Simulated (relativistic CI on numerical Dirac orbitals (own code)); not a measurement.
**Hyperfine structure of Ba47+, mass number 137**

Computed by Dirac-Coulomb-Breit CI, separate exchange-only KLI orbitals for each configuration, model QED (radiative potential, 1s self-energy scaled to tabulated hydrogen-like ionisation energies), unscaled Slater integrals (own radial code, finite nucleus).

Configuration list (outside the closed core 1s2): 2s²2p⁵, 2s2p⁶, 2p⁶3s, 2p⁶3p, 2p⁶3d, 2s²2p⁴3s, 2s²2p⁴3p, 2s²2p⁴3d, 2s2p⁵3s, 2s2p⁵3p, 2s2p⁵3d, 2s²2p⁴4s, 2s²2p⁴4p, 2s²2p⁴4d, 2s²2p⁴4f, 2s2p⁵4s. Levels of other configurations are missing.

Nuclear spin I = 3/2, μ = 0.9375 μN, Q = 0.236 b (tables of Stone and Pyykkö). The electronic factors are computed for point nuclear moments, without core polarisation or the Bohr-Weisskopf and QED corrections.

| Level | E (eV) | A (GHz) | B (GHz) |
| --- | --- | --- | --- |
| 2s²2p⁵ ²P°3/2 | 0.00 | 206.9 | -147 |
| 2s²2p⁵ ²P°1/2 | 394.19 | 1388 |  |
| 2s2p⁶ ²S1/2 | 715.38 | 4407 |  |
| 2s²2p⁴3s ⁴P5/2 | 4677.57 | 404.6 | 19.3 |
| 2s²2p⁴3s ²P3/2 | 4685.45 | 4.93 | 7.44 |
| 2s²2p⁴3s ²S1/2 | 4720.56 | 1203 |  |
| 2s²2p⁴3p ²P°1/2 | 4808.09 | 382.7 |  |
| 2s²2p⁴3p ⁴D°7/2 | 4875.98 | 141 | 58.6 |

Levels with J = 0, under 50 % of one LS term, or S terms without an open s electron are left out. Small factors come from cancelling terms and can be off by tens of per cent or more.

At this charge energies of transitions that change n are usually good to better than 1 %, and those within a shell (Δn = 0) to a few per cent.

Question: Give the hyperfine levels of 2s²2p⁵ ²P°1/2 relative to its centre of gravity.

Answer: With K = F(F + 1) − I(I + 1) − J(J + 1), E = AK/2: F = 1: -1736, F = 2: 1041 GHz.

LS names give the leading component of a level, which can be under half, so a name can repeat, a term be missing and a line seem to break the LS rules.
